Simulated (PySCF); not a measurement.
Rigid-rotor lines calculated for a species of formula C5H10F2O (commonest isotopes; PBE0/def2-SVPD in PySCF (dipole) on a GFN2-xTB geometry, gas phase), labelled J(Ka,Kc):

```csv
transition,MHz
"2(1,1) ← 1(1,0)",5647.6
"2(1,2) ← 1(1,1)",5161.6
"1(0,1) ← 0(0,0)",2702.3
"2(0,2) ← 1(0,1)",5372.2
"1(1,1) ← 0(0,0)",3941.4
```

(1) Find the rotational constants.

(2) What moments of inertia, asymmetry and inertial defect follow?

(3) Which dipole components do these lines need?

(4) Where do these fall, and of which type are they? 4(2,2) ← 4(2,3); 4(1,3) ← 4(0,4); 3(0,3) ← 2(0,2); 4(1,3) ← 3(1,2); 2(0,2) ← 1(1,1); 4(3,2) ← 4(2,2); 3(1,2) ← 3(0,3); 4(2,3) ← 4(1,4).

(5) Which structure gave them?

Answers

(1) 1(0,1) ← 0(0,0) is B + C, 2(1,1) ← 1(1,0) is 3B + C and 2(1,2) ← 1(1,1) is B + 3C, so B − C is half the difference of the last two, 243.0 MHz. 1(1,1) ← 0(0,0) is A + C. A = 2711.7, B = 1472.6, C = 1229.7 MHz.

(2) I = 505379 MHz·u·Å² over each constant: Ia = 186.37, Ib = 343.18, Ic = 410.99 u·Å²; κ = (2B − A − C)/(A − C) = -0.672 (asymmetric top); Δ = Ic − Ia − Ib = -118.56 u·Å².

(3) μa and μb (a-type: ΔKa even, ΔKc odd; b-type: both odd). The calculation gives |μa| = 0.39 D, |μb| = 1.58 D, |μc| = 1.12 D.

(4) 
```json
{"transition": "4(2,2) ← 4(2,3)", "MHz": "452", "type": "a", "branch": "Q"}
{"transition": "3(1,2) ← 3(0,3)", "MHz": "2226", "type": "b", "branch": "Q"}
{"transition": "4(1,3) ← 4(0,4)", "MHz": "2932", "type": "b", "branch": "Q"}
{"transition": "2(0,2) ← 1(1,1)", "MHz": "4133", "type": "b", "branch": "R"}
{"transition": "4(2,3) ← 4(1,4)", "MHz": "5348", "type": "b", "branch": "Q"}
{"transition": "4(3,2) ← 4(2,2)", "MHz": "6452", "type": "c", "branch": "Q"}
{"transition": "3(0,3) ← 2(0,2)", "MHz": "7981", "type": "a", "branch": "R"}
{"transition": "4(1,3) ← 3(1,2)", "MHz": "11222", "type": "a", "branch": "R"}
```

(5) `CC(C)(CF)OCF`, point group C1. Three constants can't fix a structure by themselves; this is the one that was computed:
```xyz
18
C5H10F2O angstrom
C     -1.346   -0.831   -0.978
C     -0.298   -0.081   -0.155
C     -0.500    1.430   -0.284
C     -0.396   -0.509    1.321
F     -1.657   -0.253    1.799
O      0.962   -0.508   -0.707
C      2.122   -0.057   -0.160
F      2.432   -0.718    1.017
H     -1.113   -1.892   -0.984
H     -1.338   -0.470   -2.002
H     -2.332   -0.682   -0.548
H      0.172    1.985    0.367
H     -1.520    1.674    0.000
H     -0.333    1.739   -1.313
H     -0.216   -1.583    1.425
H      0.298    0.049    1.957
H      2.126    1.013    0.095
H      2.929   -0.297   -0.862
```

The values belong to one conformer (point group C1) with, in the numbering `[CH3:1][C:2]([CH3:3])([CH2:4][F:5])[O:6][CH2:7][F:8]`, C1–C2–C4–F5 -58°, C1–C2–O6–C7 -178°, C2–O6–C7–F8 78°. Whether it is a minimum is left open (no frequencies). No vibrational averaging or centrifugal distortion is included, and the geometry carries the error of its method. A rigid rotor knows nothing of internal rotation, which can split or shift real lines.
